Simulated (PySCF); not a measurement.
Geometries of 2 isomers of C5H10Se, from PBE0-D3(BJ)/def2-SVP geometry optimisation, gas phase in PySCF. One conformer each, no zero-point energy, no frequencies.

Question: Which is lower in electronic energy at this level?
A.
```xyz
16
angstrom
C     -1.644   -1.132    0.170
C     -0.387   -0.419   -0.306
C      0.747   -0.437    0.717
C      1.914    0.365    0.164
Se     1.113    1.918   -0.744
C     -0.643    1.045   -0.655
H     -2.032   -0.671    1.093
H     -2.442   -1.088   -0.587
H     -1.444   -2.193    0.383
H     -0.018   -0.920   -1.220
H      0.389    0.020    1.657
H      1.056   -1.469    0.955
H      2.600    0.718    0.945
H      2.490   -0.213   -0.574
H     -1.157    1.163   -1.620
H     -1.247    1.536    0.124
```
B.
```xyz
16
angstrom
C      2.414    0.371    0.611
Se     1.910   -1.315   -0.207
C      0.027   -1.341    0.316
C     -0.808   -0.244   -0.280
C     -2.141    0.089    0.331
C     -1.001    1.055    0.447
H      3.488    0.505    0.419
H      2.247    0.345    1.697
H      1.862    1.207    0.164
H     -0.324   -2.329   -0.018
H     -0.032   -1.331    1.417
H     -0.748   -0.181   -1.372
H     -2.969    0.332   -0.339
H     -2.440   -0.459    1.229
H     -0.527    1.164    1.427
H     -1.034    1.979   -0.136
```

Answer: A. That is `C[C@@H]1CC[Se]C1`, 27.0 kcal/mol below the other.

```
          SMILES                       atoms numbered as above       E (Eh)  relative (kcal/mol)  relative (kJ/mol)  dipole (D)
C[C@@H]1CC[Se]C1  [CH3:1][C@@H:2]1[CH2:3][CH2:4][Se:5][CH2:6]1  -2597.16986                  0.0                0.0        1.98
     C[Se]CC1CC1    [CH3:1][Se:2][CH2:3][CH:4]1[CH2:5][CH2:6]1  -2597.12684                 27.0              112.9        1.52
```

As drawn, the higher has a three-membered ring, which the lower lacks.
